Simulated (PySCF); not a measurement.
Several molecules and their computed UV-vis stick spectra, shuffled. The calculation used TDDFT CAM-B3LYP/def2-SVPD, vertical, gas phase, core orbitals frozen in the response in PySCF. Geometries: PBE0-D3(BJ)/def2-SVP; one conformer of each isolated species. Triplets are in the Tamm–Dancoff approximation. Relativistic effects are left out although some hold elements past zinc.

A. `C[Si](C)(P(F)F)C`
B. `C[CH2][Ge]([SiH3])([SiH3])[SiH3]`
C. `O([SiH3])[SiH2]O[SiH2]C(=C)C`

Lowest singlet levels (six at most, fewer where fewer were computed) with oscillator strengths:

1. 6.58 eV (f 0.039); 6.63 eV (f 0.041); 6.63 eV (f 0.015); 6.85 eV (f 0.011); 7.00 eV (f 0.085); 7.00 eV (f 0.025); T1 5.88 eV
2. 6.61 eV (f 0.007); 6.78 eV (f 0.209); 7.27 eV (f 0.038); 7.40 eV (f 0.008); 7.48 eV (f 0.010); 7.64 eV (f 0.007); T1 4.14 eV
3. 4.56 eV (f 0.002); 5.40 eV (f 0.069); 6.75 eV (f 0.041); 7.50 eV (f 0.277); 7.80 eV (f 0.024); 7.87 eV (f 0.047); T1 3.74 eV

Question: Match each spectrum to its molecule.

Answer: 1 = B, 2 = C, 3 = A.
- A: S1 at 4.56 eV, HOMO→LUMO (96%); Löwdin shares by element: HOMO phosphorus 50%, fluorine 23%, silicon 15%; LUMO phosphorus 44%, fluorine 27%, silicon 11% (atoms not listed hold the other 19%); HOMO -8.12 and LUMO 0.38 eV; point group Cs.
- B: S1 at 6.58 eV, HOMO→LUMO (65%), HOMO-1→LUMO+1 (14%); Löwdin shares by element: HOMO silicon 41% or more, germanium 30%, hydrogen 5% or more (atoms not listed hold the other 24%); LUMO silicon 37%, germanium 16% (atoms not listed hold the other 47%); HOMO -8.83 and LUMO 0.76 eV.
- C: S1 at 6.61 eV, HOMO-1→LUMO (50%), HOMO-2→LUMO (30%); Löwdin shares by element: HOMO carbon 76%, silicon 5% or more (atoms not listed hold the other 19%); LUMO carbon 54% or more, silicon 9% or more, hydrogen 6% or more (atoms not listed hold the other 30%); HOMO -9.00 and LUMO 0.59 eV.
B and C have S1 within 0.03 eV of each other; their strongest listed levels stand at 7.00 eV (f 0.085) and 6.78 eV (f 0.209).

Without π bonds the low states are Rydberg-like; a valence basis with one diffuse set may place them up to an eV too high.
